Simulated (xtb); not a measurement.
H10PSi3, SMILES [SiH3][PH+]([SiH3])[SiH3], charge +1. All values are semi-empirical tight-binding results from xtb (GFN2-xTB unless named), good for trends rather than for accurate numbers. Geometry: GFN2-xTB. The isomer is the one that the SMILES or the coordinates give; other isomers of the formula were not compared.

Computed properties:
```json
{
  "orbital_gap": "4.36 eV",
  "zero_point_energy": "51.0 kcal/mol",
  "G − E(el) at 298.15 K (modified RRHO)": "27.8 kcal/mol",
  "static polarisability (D4 model)": "109.0 bohr³",
  "solvation energy, GFN2-xTB/ALPB(water)": "-36.4 kcal/mol",
  "solvation energy, GFN2-xTB/ALPB(ch2cl2)": "-37.9 kcal/mol"
}
```
